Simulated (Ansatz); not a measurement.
Ansatz (an electronic-structure program) input (B3LYP/def2-TZVPD):

Ansatz 0.2 input:
```yaml
crystal:
  periodic: [false, false, false]
  atoms:
    - {symbol: Cr, position_ang: [-0.00000000, -0.00000000, -0.06649837]}
    - {symbol: H, position_ang: [0.00000000, 0.00000000, 1.59596084]}
basis:
  gaussian:
    orbitals: def2-TZVPD
hamiltonian:
  xc: {name: B3LYP}
total_charge: 1
magnetization: {spin_polarized: true, initial_magnetization: 4}
```

End of the output:

```
integrals: 0.01 GiB planned
538 factors; their error is unknown
mean field: 0.16 GiB planned
mean field evaluation 1: about -28397.6889 eV, gradient 1.0e2 eV
mean field evaluation 2: about -28234.6405 eV, gradient 1.9e2 eV
mean field evaluation 4: about -28427.5887 eV, gradient 1.9e1 eV
mean field evaluation 8: about -28429.0879 eV, gradient 6.3e-1 eV
mean field evaluation 16: about -28429.1696 eV, gradient 1.0e-3 eV
mean field -28429.16959240 eV, -1044.7527125376 hartree, gradient 5.3e-5 eV, S^2 6.132354; 2 other end points of the search recorded, 0 dependent functions left out
reference -28429.16976270 eV, -1044.7527187958 hartree; 14, 10 occupied and 43, 47 virtual orbitals, 538 factors
Total energy: -28429.16976270 eV, -1044.7527187958 hartree
```

This state (charge 1, quintet) is run at the relaxed geometry of the species with charge 0 and multiplicity 6.

The determinant is spin-contaminated: <S^2> is 6.13 against 6.00 for a pure state.
